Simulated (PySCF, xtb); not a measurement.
ClFHNOW, SMILES [NH]=[W](=[O])([F])[Cl], multiplicity 1.

Harmonic wavenumbers (cm⁻¹) from GFN2-xTB run with xtb at its own minimum, in rising order: 136, 160, 176, 206, 245, 337, 413, 577, 688, 856, 903, 3351.

Question: What does PBE-D3(BJ)/def2-SVP (PySCF) give at its own minimum? (Estimate from the structure and the level; the computed values follow.)

Answer: 136, 175, 224, 241, 310, 402, 530, 611, 682, 969, 1002, 3526. Paired by order, the mean absolute difference is 64 cm⁻¹ and the zero-point energies are 11.5 and 12.6 kcal/mol.
